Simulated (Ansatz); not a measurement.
```yaml
crystal:
  periodic: [false, false, false]
  atoms:
    - {symbol: C, position_ang: [0.532290, 0.276563, 1.643505]}
    - {symbol: C, position_ang: [0.068958, -0.020100, 0.229979]}
    - {symbol: C, position_ang: [1.105777, -0.844447, -0.513162]}
    - {symbol: C, position_ang: [-1.295496, -0.687090, 0.240840]}
    - {symbol: O, position_ang: [-0.031625, 1.311944, -0.368228]}
    - {symbol: C, position_ang: [-0.415503, 1.475239, -1.625824]}
    - {symbol: O, position_ang: [-0.719648, 0.630114, -2.418603]}
    - {symbol: H, position_ang: [0.645682, -0.655191, 2.200572]}
    - {symbol: H, position_ang: [1.493284, 0.794056, 1.632551]}
    - {symbol: H, position_ang: [-0.193758, 0.905344, 2.162093]}
    - {symbol: H, position_ang: [0.781210, -1.072657, -1.526764]}
    - {symbol: H, position_ang: [1.268201, -1.782816, 0.021732]}
    - {symbol: H, position_ang: [2.057293, -0.309875, -0.555370]}
    - {symbol: H, position_ang: [-1.635973, -0.913744, -0.767890]}
    - {symbol: H, position_ang: [-1.234369, -1.619090, 0.807116]}
    - {symbol: H, position_ang: [-2.029884, -0.042350, 0.728596]}
    - {symbol: H, position_ang: [-0.415437, 2.553801, -1.851040]}
basis:
  gaussian: {orbitals: STO-3G, fitting: {mean_field: cc-pVTZ-jkfit}}
total_charge: 1
magnetization: {spin_polarized: true, initial_magnetization: 1}
hamiltonian: {xc: {name: HF}}
correlation: {method: rpa}
```

```sh
$ ansatz run in.yaml --threads 2 --pin off --events-out ev --progress --plain --max-ram 32768MiB --backend cpu
```

It prints (some lines left out):

```
Functional definition: HF
853 factors; integrals over basis functions are off by at most 8.1e-4 eV
mean field evaluation 1: about -9254.2546 eV, gradient 2.5e1 eV
mean field evaluation 2: about -9258.1852 eV, gradient 1.5e1 eV
mean field evaluation 4: about -9259.9529 eV, gradient 2.7e0 eV
mean field evaluation 8: about -9260.1195 eV, gradient 1.3e-2 eV
mean field evaluation 32: about -9260.1443 eV, gradient 2.8e-1 eV
mean field -9260.14613570 eV, -340.3040937343 hartree, gradient 6.0e-6 eV, S^2 1.041078; 6 other end points of the search recorded, 0 dependent functions left out
7 core orbitals not correlated: weight in the atoms' cores, before any rotation towards them, 1.000 or more for the frozen orbitals, at most 0.000 for the correlated occupied ones
reference -9260.14613570 eV, -340.3040937343 hartree; 21, 20 occupied and 17, 18 virtual orbitals, 853 factors
Total energy: -9271.36406726 eV, -340.7163451157 hartree
```

It took 2.9 s on 2 threads of an AMD EPYC 7R13 on a shared host, with 0.15 GiB of host memory at the peak.
